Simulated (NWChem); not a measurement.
Molecule: MgCl, doublet; SMILES [Mg][Cl]

```xyz
2

Mg     0.0000     0.0000    -1.2917
Cl     0.0000     0.0000     0.9188
```
Atoms are numbered in this order, from 1.

All runs: NWChem. Spin-unrestricted. The geometry was optimised at PBE0-D3(BJ)/def2-TZVP, spin-unrestricted. The spin multiplicity was typed, not searched, and may not be the lowest. No stability test was run on the SCF state. Vzz is the largest principal value of the second derivative of the potential at the nucleus (NWChem prints the opposite sign); η is the asymmetry. Non-relativistic.

```csv
level,Vzz Mg1 (a.u.),η Mg1,Vzz Cl2 (a.u.),η Cl2
B3LYP/cc-pVTZ,-0.473,0.00,0.716,0.00
B3LYP/def2-SVP,-0.511,0.00,0.740,0.00
PBE0/def2-SVP,-0.512,0.00,0.728,0.00
PBE0/def2-TZVP,-0.547,0.00,0.745,0.00
```
